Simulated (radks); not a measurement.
These are the eigenvalues of the occupied orbitals of an atom or ion with whole-number occupations (hartree). Method: scalar-relativistic Kohn-Sham, PBE, spin-polarised, spherical densities, finite nucleus; Fermi nuclear charge, rms radius of each element as measured or else 0.836 A^(1/3) + 0.57 fm; computed with a radial shooting solver on a logarithmic mesh with Libxc functionals.

1s up: -846.6227
1s down: -846.6222
2s up: -122.7408
2s down: -122.7302
2p up: -110.0007
2p down: -109.9926
3s up: -21.93042
3s down: -21.92464
3p up: -17.74225
3p down: -17.73570
3d up: -11.04635
3d down: -11.03644
4s up: -3.04899
4s down: -3.00188
4p up: -1.87186
4p down: -1.82160
4d up: -0.23961
4d down: -0.18432
5s up: -0.17498

Which element is it, and in what charge state? The configuration may be excited. Open shells, if any, are filled with parallel spins first.

Answer. Z = 45, rhodium, charge 0: Rh in [Kr] 4d8 5s1. The list shows which subshells hold electrons but not how many an open one holds; the 1s level, -846.62 hartree, gives Z - s = 41.1 by -(Z - s)^2/2, which with screening and relativity narrows Z to a few neighbours, and the depths of the outer levels then fix element, charge and occupations together.
